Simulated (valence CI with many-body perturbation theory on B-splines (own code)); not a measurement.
**Valence orbitals of Gd²⁵⁺**

Calculated by configuration interaction combined with many-body perturbation theory (CI+MBPT): three valence electrons over a frozen Dirac-Fock core [Kr], a basis of 7 s, 7 p, 8 d, 6 f, 4 g, 1 h functions for each j, with the one-electron correlation potential Σ1, the two-electron term Σ2, the three-electron term Σ3, Breit, model QED; selected CI, second order for the rest, scaled by the run's own slope (own B-spline code, finite nucleus).

No measured spectrum was set against this ion. As an estimate, terms of the open shell hold to 2 to 4 % of their energy, and close levels can change places. The list stops below the first excitations out of the core.

These are the spectroscopic orbitals of the CI (the correlating ones are not listed), shaped by the core and the other valence electrons. h is the expectation value of the core's Dirac-Fock operator, without the valence repulsion; Σ1 is computed up to l = 3 at one energy for each symmetry, that of its lowest orbital but kept below the first core excitation, so for empty shells it is not the orbital's own correlation shift; Breit and QED include the response of the core.

| Orbital | h (hartree) | Σ1 (cm⁻¹) | Breit (cm⁻¹) | QED (cm⁻¹) | ⟨r⟩ (bohr) |
| --- | --- | --- | --- | --- | --- |
| 5s1/2 | -23.734 | -11090 | 2197 | 1734 | 0.9288 |
| 6s1/2 | -15.181 | -4236 | 1131 | 897 | 1.447 |
| 7s1/2 | -10.568 | -2163 | 648 | 521 | 2.082 |
| 5p1/2 | -22.471 | -10666 | 3415 | -45.1 | 0.9504 |
| 6p1/2 | -14.517 | -4276 | 1804 | -22.1 | 1.482 |
| 7p1/2 | -10.175 | -2233 | 1054 | -12.5 | 2.132 |
| 5p3/2 | -21.868 | -9744 | 2045 | 128 | 0.9787 |
| 6p3/2 | -14.205 | -4003 | 1092 | 69.3 | 1.516 |
| 7p3/2 | -9.9921 | -2112 | 687 | 41.2 | 2.172 |
| 4d3/2 | -34.394 | -21323 | 3398 | -450 | 0.5390 |
| 5d3/2 | -19.804 | -9404 | 1403 | -147 | 1.007 |
| 6d3/2 | -13.115 | -4277 | 752 | -76.4 | 1.576 |
| 4d5/2 | -34.082 | -20810 | 1799 | -267 | 0.5450 |
| 5d5/2 | -19.675 | -9294 | 791 | -77.4 | 1.014 |
| 6d5/2 | -13.047 | -4228 | 428 | -39.7 | 1.585 |
| 4f5/2 | -28.611 | -41154 | 277 | -329 | 0.5284 |
| 5f5/2 | -17.473 | -9199 | 235 | -112 | 1.036 |
| 4f7/2 | -28.548 | -38169 | -550 | -275 | 0.5306 |
| 5f7/2 | -17.444 | -9044 | -104 | -89.4 | 1.038 |
| 5g7/2 | -16.008 |  | -112 | -40.0 | 0.9987 |
| 5g9/2 | -16.001 |  | -173 | -32.6 | 0.9994 |

Among the shells of the start configuration 4d3, Σ1 is largest in size for 4d3/2, where it is 0.28 % of h.

Lowest root of each symmetry, sizes in configuration state functions:

```
   J  Parity  Roots  Reference  Variational  Second order  Change by selected CI (cm⁻¹)  Change by second order (cm⁻¹)
 1/2    even      3         75         3135          5305                         -2282                             -1
 3/2    even      6        131         5352          9601                         -2010                             -1
 5/2    even      6        155         6447         13762                         -1523                             -1
 7/2    even      4        144         5799         14744                         -1870                             -1
 9/2    even      3        120         4000          5374                         -2188                             -2
11/2    even      1         80         2928          6952                         -2461                             -2
 1/2     odd      7         82         4365          5768                         -2244                              0
 3/2     odd     13        144         7689         12221                         -2118                              0
 5/2     odd     16        168         9582         14733                         -2139                             -1
 7/2     odd     16        163         9794         17648                         -1465                              0
 9/2     odd     13        134         8557         15458                         -1547                              0
11/2     odd      9         97         6702         10699                         -1532                              0
13/2     odd      5         59         4460          7560                         -1325                              0
15/2     odd      2         34         2824          3421                         -1629                              0
```
